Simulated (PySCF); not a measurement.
# Reading the logs of faulty runs: AlCH4NSi

All numbers below are calculated, not measured. They come from PySCF 2.14.0, an open-source quantum chemistry program, on an isolated molecule that a program drew, which may never have been made. The molecule is AlCH4NSi (charge 0, singlet), drawn as the SMILES string `C=[SiH][NH][Al]`.

Each row is a Hartree-Fock (HF) and frozen-core CCSD(T) single point in the cc-pV(D+d)Z basis, meant for a local HF minimum. Run 1 is clean. Each other run has one planted mistake out of seven kinds, and not every kind appears here: one electron removed, one electron added, multiplicity raised by two, geometry at a saddle point, minimal basis STO-3G, one bond length entered in bohr, all coordinates scaled. The reference is restricted for singlets and unrestricted otherwise, and also for a bond in bohr. Adding or removing an electron swaps singlet and doublet. Electrons count all cores. HOMO and LUMO are orbital energies over both spins, the gradient is its largest component, and the lowest frequency (negative if imaginary) is given only where the gradient is small. Bond lengths are over the 7 bonds as drawn. T1 is the CCSD diagnostic: over 0.02 (restricted) or 0.045 (unrestricted) a single reference is doubtful.

Geometry of the clean run:
```xyz
8
AlCH4NSi, angstrom
C    -1.9048   -2.8608    0.9870
Si   -0.6743   -2.4563   -0.0944
N     0.4725   -1.1982    0.0206
Al    1.8391   -0.6658   -1.0740
H    -2.0997   -2.3328    1.9135
H    -2.5606   -3.6972    0.7723
H    -0.4534   -3.2089   -1.3410
H     0.3568   -0.6532    0.8662
```

| run | electrons | basis functions | <S^2> | HOMO (eV) | LUMO (eV) | gradient (hartree/bohr) | lowest frequency (cm^-1) | mean bond (Å) | longest bond (Å) | T1 | HF (hartree) | CCSD(T) (hartree) | mistake |
|---|---|---|---|---|---|---|---|---|---|---|---|---|---|
| 1 | 44 | 94 | 0.000 | -7.85 | 1.01 | 2.2e-05 | 83 | 1.4111 | 1.830 | 0.0160 | -625.49617 | -626.00405 | no fault |
| 2 | 44 | 32 | 0.000 | -4.16 | 8.80 | 2.3e-02 | - | 1.4111 | 1.830 | 0.0208 | -618.00179 | -618.23804 | minimal basis STO-3G |
| 3 | 44 | 94 | 2.065 | -3.75 | -1.45 | 1.1e-01 | - | 1.4111 | 1.830 | 0.0319 | -625.38098 | -625.86417 | multiplicity raised by two |
| 4 | 44 | 94 | 0.000 | -7.52 | 0.86 | 4.3e-02 | - | 1.5070 | 1.955 | 0.0191 | -625.46244 | -625.98606 | all coordinates scaled |
| 5 | 45 | 94 | 0.779 | -0.03 | 6.35 | 3.5e-02 | - | 1.4111 | 1.830 | 0.0190 | -625.47779 | -625.99227 | ? |

**Which mistake was planted in run 5, and what did it cost?**

It counts 45 electrons, one more than the clean run, at the same geometry and basis. So the mistake is: one electron added. Subtracting run 1 and multiplying by 627.51 kcal/mol a hartree, the energy moved by 11.5 kcal/mol in HF and 7.4 kcal/mol in CCSD(T).

Cautions from the logs. Run 2: T1 is over the limit, so its CCSD(T) energy is less reliable; run 5: the added electron raises the CCSD(T) energy, so it isn't bound in this basis.
